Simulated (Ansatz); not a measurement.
C₂H₉OPSi (`C[Si](C)(O)P`), relaxed with RKS PBE-D4/def2-SVP in the Gaussian-basis code of Ansatz from a rough embedded geometry. The force threshold is 0.03 eV/Å; the program also tests the step.

The species carries charge 0 and has multiplicity 1.

Start:

```xyz
14

C    -0.347    1.147   -0.949
Si   -0.298   -0.260    0.158
C     0.820    0.087    1.558
O    -1.739   -0.738    0.691
P     0.529   -2.008   -0.984
H    -0.767    2.084   -0.498
H    -0.976    0.975   -1.847
H     0.674    1.454   -1.360
H     0.476    0.958    2.212
H     1.847    0.348    1.259
H     0.909   -0.771    2.260
H    -2.286   -0.090    1.238
H     1.550   -1.279   -1.672
H    -0.392   -1.905   -2.066
```

```json
{"step": "1", "energy (eV)": "-21413.6212", "largest force (eV/Å)": "2.799", "largest move (Å)": "0.000"}
{"step": "2", "energy (eV)": "-21413.8857", "largest force (eV/Å)": "1.218", "largest move (Å)": "0.152"}
{"step": "3", "energy (eV)": "-21413.9925", "largest force (eV/Å)": "0.250", "largest move (Å)": "0.103"}
{"step": "4", "energy (eV)": "-21414.0002", "largest force (eV/Å)": "0.112", "largest move (Å)": "0.019"}
{"step": "5", "energy (eV)": "-21414.0043", "largest force (eV/Å)": "0.066", "largest move (Å)": "0.061"}
{"step": "6", "energy (eV)": "-21414.0047", "largest force (eV/Å)": "0.074", "largest move (Å)": "0.032"}
{"step": "7", "energy (eV)": "-21414.0050", "largest force (eV/Å)": "0.019", "largest move (Å)": "0.015"}
```

End:

```xyz
14

C    -0.390    1.247   -0.986
Si   -0.271   -0.274    0.129
C     0.874    0.089    1.586
O    -1.806   -0.760    0.654
P     0.503   -2.127   -0.947
H    -0.791    2.122   -0.430
H    -1.055    1.057   -1.853
H     0.610    1.528   -1.375
H     0.512    0.960    2.173
H     1.900    0.329    1.236
H     0.938   -0.783    2.268
H    -2.284   -0.091    1.175
H     1.598   -1.388   -1.530
H    -0.340   -1.908   -2.097
```

It took 9.5 s on 4 threads of a server CPU on a shared host, with 0.2 GiB of host memory at the peak.
